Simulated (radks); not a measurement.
Results of a calculation; reference values are marked as such.
Neutral aluminium inside a hard spherical wall (all orbitals vanish at R), configuration held at [Ne] 3s2 3p1 and not refilled when levels cross. Level of theory: non-relativistic Kohn-Sham, PBE, spin-polarised, spherical densities, point nucleus; open shells are filled with parallel spins first (a radial shooting solver on a logarithmic mesh with Libxc functionals). Eigenvalues in eV for spin up, with the zero of energy where the potential of the charges vanishes at infinity; a dash marks a level that is unbound or too diffuse for the functional's potential to be trusted. A positive occupied level is held by the wall or, in an anion where self-interaction has pushed it up, behind a barrier. The pressure on the wall is -dE/dV.

R (bohr),E (hartree),kinetic (hartree),e(2s),e(2p),e(3s),e(3p),"e(4s, empty)","e(4p, empty)",pressure (GPa)
free,-242.23204,241.839,-107.66,-69.633,-8.024,-3.018,-,-,0
15,-242.23203,241.839,-107.66,-69.631,-8.023,-3.017,-0.295,0.601,< 0.0001
10,-242.23125,241.845,-107.57,-69.546,-7.965,-2.949,0.725,2.466,0.0172
8,-242.22685,241.873,-107.29,-69.265,-7.787,-2.709,2.558,5.181,0.183
7,-242.21813,241.921,-106.89,-68.864,-7.534,-2.352,4.602,7.909,0.671
4,-241.85081,243.296,-100.21,-62.178,-1.919,5.170,33.933,40.787,67.8
3.5,-241.52131,244.288,-96.867,-58.832,2.119,10.188,51.110,58.600,174
3,-240.85481,246.107,-91.998,-53.952,9.705,19.156,80.298,87.907,492
